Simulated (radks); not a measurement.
Values are calculated unless marked as measured or tabulated.
Q: Species: the terbium ion Tb36+. Configuration: [Ar] 3d9.75 4s1 4p0.25 (fractional occupations, a model configuration). Level of theory: scalar-relativistic Kohn-Sham, r2SCAN, spin-unpolarised, spherical densities, finite nucleus; meta-GGA in the generalised Kohn-Sham scheme; Fermi nuclear charge, rms radius 5.06 fm (a radial shooting solver on a logarithmic mesh with Libxc functionals). Some entries of the table are withheld. Estimate them.

orbital  occ.  eigenvalue (eV)  <r> (bohr)
1s          2              (1)     0.02151
2s          2        -10137.07     0.09128
2p          6        -9177.568     0.08068
3s          2              (2)      0.2347
3p          6        -3045.121         (3)
3d       9.75              (4)      0.2098
4s          1        -1594.148      0.4721
4p       0.25        -1480.761      0.4815

A: 
(1) 1s eigenvalue (eV): -53469.60
(2) 3s eigenvalue (eV): -3344.013
(3) 3p <r> (bohr): 0.2323
(4) 3d eigenvalue (eV): -2667.857
